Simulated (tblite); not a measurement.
Run record: nudged-elastic-band run, `CNC1=CN(C)C=C1`.

Computed with GFN2-xTB (tblite), gas phase: nudged elastic band of 9 images (0 to 8), spring 0.2 eV/Å², climbing image at the end, force threshold 0.05 eV/Å. The top image wasn't refined or checked by frequencies; at this threshold it can lie a kcal/mol or more above the true saddle point of the method. The command runs a driver script over a list of jobs; the input below is this job's line of settings and its coordinates in Å. «atoms» counts from 0 and names the dihedral (C8–C3–N2–C1 when counted from 1); «turn» is the rotation in degrees that makes the guess of the end point.

Command:
```bash
OMP_NUM_THREADS=1 python probes_run.py task.json out
```

Input:
```
{"job": {"kind": "neb", "xc": "GFN2-xTB", "basis": "xTB", "atoms": [7, 2, 1, 0], "turn": 180}, "charge": 0, "multiplicity": 1}
C      2.734916     0.637176    -0.482095
N      1.980800    -0.592127    -0.559975
C      0.641683    -0.559278    -0.172253
C     -0.121461    -1.689453     0.202397
C     -1.400719    -1.256947     0.430341
N     -1.455290     0.078546     0.219048
C     -2.613649     0.914592     0.334181
C     -0.211508     0.517963    -0.147899
H      2.290542     1.367534    -1.158108
H      3.756698     0.445066    -0.806452
H      2.760676     1.072382     0.527653
H      2.466539    -1.378206    -0.146782
H      0.238007    -2.695940     0.288194
H     -2.268969    -1.810853     0.731116
H     -2.438337     1.722645     1.050068
H     -2.868160     1.360887    -0.631788
H     -3.458627     0.319611     0.677903
H     -0.041902     1.552719    -0.367205
```

Task: Estimate the output.

Result: 
```
image   E - E0 / eV
  0      -0.0000
  1       0.0257
  2       0.0797
  3       0.1428
  4       0.1854
  5       0.1856
  6       0.1289
  7       0.0515
  8       0.0194
```

Task: Read off the barriers.

Result: The highest image is 5: 0.186 eV (4.28 kcal/mol) above the start and 0.166 eV (3.83 kcal/mol) above the end. The band met its force threshold.

Task: Which dihedral does each image have?

Result: 0: 24°, 1: 47°, 2: 70°, 3: 93°, 4: 116°, 5: 137°, 6: 158°, 7: -179°, 8: -156°.

Task: Give the geometry of the highest image and of the end point.

Result: 
Image 5:
```
atom  x, y, z in Å
C1      2.981    0.039   -0.092
N2      1.841    0.138   -0.982
C3      0.587   -0.091   -0.363
C4      0.212   -1.083    0.577
C5     -1.112   -0.880    0.860
N6     -1.559    0.180    0.143
C7     -2.899    0.690    0.137
C8     -0.531    0.670   -0.599
H9      2.915    0.850    0.633
H10     3.892    0.165   -0.676
H11     3.046   -0.911    0.456
H12     1.958   -0.473   -1.785
H13     0.832   -1.851    0.996
H14    -1.764   -1.419    1.521
H15    -2.913    1.745    0.423
H16    -3.342    0.597   -0.859
H17    -3.505    0.126    0.844
H18    -0.649    1.515   -1.246
```

Image 8:
```
atom  x, y, z in Å
C1      2.986   -0.403   -0.308
N2      1.913    0.531   -0.569
C3      0.637    0.192   -0.114
C4      0.309   -0.621    0.995
C5     -1.056   -0.603    1.118
N6     -1.577    0.175    0.142
C7     -2.964    0.464   -0.070
C8     -0.552    0.662   -0.621
H9      3.119   -0.493    0.770
H10     3.907   -0.009   -0.736
H11     2.804   -1.405   -0.721
H12     1.893    0.844   -1.531
H13     0.988   -1.155    1.628
H14    -1.685   -1.096    1.834
H15    -3.151    1.538    0.004
H16    -3.284    0.127   -1.060
H17    -3.559   -0.048    0.684
H18    -0.739    1.308   -1.456
```

Rough CPU time on one thread of a shared machine: about 11 s.
